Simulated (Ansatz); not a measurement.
BrHSn (SMILES [Br][SnH]) moved off its minimum; all values from Ansatz (an electronic-structure program), cores frozen in correlated methods. Elements past Kr take the def2 small-core potentials, without spin–orbit coupling.
(charge 0, multiplicity 1)
```xyz
3

Sn    -0.6154    -0.5680     0.7107
H     -1.7759    -1.1027    -0.6100
Br     0.9368     0.7384    -0.9959
```

Forces at PBE/def2-TZVPP (eV/Å):

| atom | Fx | Fy | Fz |
|---|---|---|---|
| Sn1 | 0.231 | 0.285 | -0.787 |
| H2 | 0.240 | 0.111 | 0.271 |
| Br3 | -0.471 | -0.396 | 0.516 |

Q: Give the forces (eV/Å), the total energy and the dipole at CCSD(T)/def2-TZVPPD.

A: 
```
atom      Fx      Fy      Fz
----  ------  ------  ------
Sn1    0.171   0.277  -0.968
H2     0.347   0.159   0.397
Br3   -0.518  -0.436   0.571
```
Energy -2786.6758 hartree, dipole 3.36 D.
